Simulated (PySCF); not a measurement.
Input of a run (PBE0-D3(BJ)/def2-SVP geometry optimisation, gas phase, def2 core potentials past Kr (PySCF 2.14.0)), started from GFN2-xTB:
```
{"job": {"xc": "PBE0", "basis": "def2-SVP", "d3": "d3bj", "grid": 1, "maxiter": 40, "kind": "geom"}, "charge": -2, "multiplicity": 1}
Mo     0.000640    -0.001390     0.133940
O      0.008930    -0.015070     1.810650
S      2.046930     0.010020    -0.657810
S     -1.032430     1.778510    -0.627270
S     -1.024070    -1.772080    -0.659510
```

Output (energies in Eh, forces in Eh/bohr):
```
step   0  E = -1337.25207452  max force = 0.037983
step   1  E = -1337.25505749  max force = 0.018257
step   2  E = -1337.25554314  max force = 0.002566
step   3  E = -1337.25555279  max force = 0.000210
optimisation converged
```

Question: Summarise the run.

Answer: The energy falls by 0.095 eV over 4 energy and gradient evaluations, the largest force component goes from 0.0380 to 2.1e-04 Eh/bohr, and the atoms move by 0.056 Å rms after alignment. The bond that changes most is Mo1–O2 (ends: molybdenum bonded to O and 3 S; oxygen bonded to Mo), which lengthens by 0.031 Å. Bonds longer at the end by more than 0.005 Å: 4 of 4; shorter: 0. Among the angles that change most is S4–Mo1–S5, from 108.0° to 110.8°. The energy never rose by more than 1e-6 Eh on the way. The first step brought 86 % of the lowering.

Question: What are the final bond lengths?

Answer: Mo1–O2 1.708 Å, Mo1–S3 2.219 Å, Mo1–S4 2.223 Å, Mo1–S5 2.222 Å. Numbering counts from 1 in the input's order; the species is [MoOS3]2-, `[O]=[Mo-2](=[S])(=[S])=[S]`.

The run used 99 basis functions and 36 SCF cycles in all. Time: 23 s. Hardware: an Arm Neoverse V1 with one thread, shared host.

PBE0-D3(BJ)/def2-SVP frequencies: not computed here. Whether so highly charged an anion holds all its electrons in the gas phase wasn't checked; a finite basis holds them in any case. No counter-ion or solvent screens the charge of this multiply charged ion.
